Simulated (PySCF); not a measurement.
A structure optimised at PBE0-D3(BJ)/def2-SVP (Å):
```
atom  x, y, z in Å
C1     2.7178   -0.0262   -0.9266
C2     1.5210   -0.8728   -0.5672
O3     1.6003   -2.0657   -0.3281
N4     0.3067   -0.2528   -0.5162
Si5   -1.1041   -1.2593   -0.0961
N6    -2.5258   -0.2741   -0.0953
C7    -3.2878   -0.0175   -1.2895
C8    -2.8954    0.5349    1.0368
H9     2.6008    0.3964   -1.9366
H10    2.8272    0.8136   -0.2230
H11    3.6189   -0.6485   -0.8957
H12    0.2431    0.7375   -0.7208
H13   -0.9100   -1.7975    1.2767
H14   -1.2774   -2.3113   -1.1323
H15   -3.0023   -0.7160   -2.0904
H16   -3.1462    1.0120   -1.6779
H17   -4.3718   -0.1473   -1.1079
H18   -3.9690    0.4183    1.2795
H19   -2.3223    0.2404    1.9290
H20   -2.7173    1.6172    0.8692
```

Neutral, closed shell.

(1) Which heavy atoms are bonded, and with what formal order?

(2) Give the structure as a SMILES string.

(3) Classify the heavy atoms.

(4) What is the arrangement about N4?

(5) What is the arrangement about C2?

Answers

(1) C1–C2 1.51 Å (single); C2–O3 1.22 Å (double); C2–N4 1.36 Å (single); N4–Si5 1.78 Å (single); Si5–N6 1.73 Å (single); N6–C7 1.44 Å (single); N6–C8 1.44 Å (single). Bonds to hydrogen (Å): C1–H9 1.10; C1–H10 1.10; C1–H11 1.10; N4–H12 1.01; Si5–H13 1.49; Si5–H14 1.49; C7–H15 1.10; C7–H16 1.11; C7–H17 1.11; C8–H18 1.11; C8–H19 1.10; C8–H20 1.11.

(2) `CC(=O)N[SiH2]N(C)C`, C4H12N2OSi. Among its features: amide and Si–H bond.

(3) C1: methyl carbon next to a carbonyl; C2: amide carbonyl carbon; O3: amide oxygen; N4: amide nitrogen; Si5: SiH2 silicon; N6: silicon-bound nitrogen; C7/C8: N-methyl carbon.

(4) It has 3 neighbours (C2, Si5, H12) and is planar (angles 123.3°, 119.5° and 117.2°, sum 360.0°, 0.00 Å off the plane of its three neighbours).

(5) It has 3 neighbours (C1, O3, N4) and is planar (angles 123.0°, 119.7° and 117.4°, sum 360.0°, 0.00 Å off the plane of its three neighbours).

These are computed values.
